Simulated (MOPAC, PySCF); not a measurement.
BBr2I, SMILES `B(I)(Br)Br`, neutral singlet in the gas phase. 

Cartesian coordinates (Å):
SMILES: BrB(I)Br
```xyz
4

Br    -1.3133    -1.4220     0.0175
B     -0.0517     0.0103     0.0006
Br    -0.6678     1.8169     0.0078
I      2.0328    -0.4052    -0.0260
```
Charge 0, multiplicity 1.

All levels are single points at this geometry (PBE-D3(BJ)/def2-TZVP); Pople sets use spherical d functions. Orbital energies aren't observables, and empty levels follow the basis.

B3LYP/6-31G* (LANL2DZ on I) in PySCF gives HOMO (eV) = -7.57.

### Question
Estimate the HOMO (eV) from each of these levels: PBE-D3(BJ)/def2-TZVP in PySCF; B3LYP/6-311+G** (LANL2DZ on Br, I) in PySCF; B3LYP/LANL2DZ in PySCF; BP86/6-31G* (LANL2DZ on I) in PySCF; M06-2X/6-31G* (LANL2DZ on I) in PySCF; PBE/6-31G* (LANL2DZ on I) in PySCF; SVWN5/6-31G* (LANL2DZ on I) in PySCF; HF/6-31G* (LANL2DZ on I) in PySCF; AM1 in MOPAC; PM3 in MOPAC; PM6 in MOPAC; PM7 in MOPAC.

### Answer

```csv
level,HOMO (eV)
PBE-D3(BJ)/def2-TZVP in PySCF,-6.62
"B3LYP/6-311+G** (LANL2DZ on Br, I) in PySCF",-7.60
B3LYP/LANL2DZ in PySCF,-7.65
BP86/6-31G* (LANL2DZ on I) in PySCF,-6.76
M06-2X/6-31G* (LANL2DZ on I) in PySCF,-8.84
PBE/6-31G* (LANL2DZ on I) in PySCF,-6.65
SVWN5/6-31G* (LANL2DZ on I) in PySCF,-6.75
HF/6-31G* (LANL2DZ on I) in PySCF,-10.39
AM1 in MOPAC,-11.02
PM3 in MOPAC,-9.88
PM6 in MOPAC,-10.13
PM7 in MOPAC,-9.72
```
